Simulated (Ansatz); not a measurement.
`FBBCl` + `[AlH3]` → `[AlH2][BH]Cl` + `BF` at 700 K and 1 bar (formal exchange of groups at a B–B bond).

Gas-phase electronic energies from Ansatz, PBE0-D4/def2-TZVP geometries. CCSD(T)/CBS adds triple-zeta CCSD(T) − MP2 to the extrapolated MP2 energy (def2 sets, frozen cores). This one scheme is used for every species. One conformer a species, not always the lowest.

| species | CCSD(T)/CBS energy (Eh) | H − E (kJ/mol) | S (J/(mol·K)) |
| --- | --- | --- | --- |
| `FBBCl` | -610.41691 | 126.1 | 379.2 |
| `[AlH3]` | -243.78045 | 80.2 | 251.4 |
| `[AlH2][BH]Cl` | -728.37691 | 122.2 | 383.7 |
| `BF` | -125.82039 | 88.4 | 262.0 |

H − E and S are ideal-gas, rigid-rotor, harmonic terms from PBE0-D4/def2-TZVP, for one conformer and one mirror image of each species. 1 Eh = 2625.50 kJ/mol, R = 8.31446 J/(mol·K).

Task: By hand: ΔE, ΔH, ΔS and ΔG.

Result: ΔE = (-728.37691) + (-125.82039) − (-610.41691) − (-243.78045) = 0.00006 Eh = 0.2 kJ/mol. Δ(H − E) = 122.2 + 88.4 − 126.1 − 80.2 = 4.3, so ΔH = 4.5 kJ/mol. ΔS = 383.7 + 262.0 − 379.2 − 251.4 = 15.1 J/(mol·K). ΔG = 4.5 − 700 × (15.1)/1000 = -6.1 kJ/mol.

Task: By hand: the equilibrium constant, and the temperature at which ΔG would vanish if ΔH and ΔS stayed fixed.

Result: log₁₀ K = −ΔG/(RT ln 10) = 0.5. ΔG = 0 at ΔH/ΔS = 298 K, though so small a ΔH makes that figure unsure.

TΔS isn't small against ΔH here. A doubt of 5 kJ/mol in ΔE shifts log₁₀ K by 0.4 here. Other conformers and mirror images would add mixing entropy, several J/(mol·K) or more a flexible species. These are equilibria of isolated gas molecules and say nothing of rates. Largest T1 diagnostic: 0.014 (customary marks: 0.02 for closed shells, 0.045 for open ones).
